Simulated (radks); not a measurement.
Removal energies from the rhenium ion Re13+, [Kr] 4d10 4f14 5s2, by Delta-SCF beside the eigenvalue of the level emptied. Calculated with a radial shooting solver on a logarithmic mesh with Libxc functionals: scalar-relativistic Kohn-Sham, BLYP, spin-polarised, spherical densities, finite nucleus; Fermi nuclear charge, rms radius of each element as measured or else 0.836 A^(1/3) + 0.57 fm. Open shells are filled with parallel spins first.

\begin{tabular}{lrrr}
removed from & final configuration & Delta-SCF (eV) & -eigenvalue (eV) \\ \hline
4f & [Kr] 4d10 4f13 5s2 & 295.23 & 277.95 \\
5s & [Kr] 4d10 4f14 5s1 & 316.88 & 305.82 \\
4d & [Kr] 4d9 4f14 5s2 & 511.04 & 493.17 \\
4p & [Ar] 3d10 4s2 4p5 4d10 4f14 5s2 & 703.68 & 685.51 \\
\end{tabular}
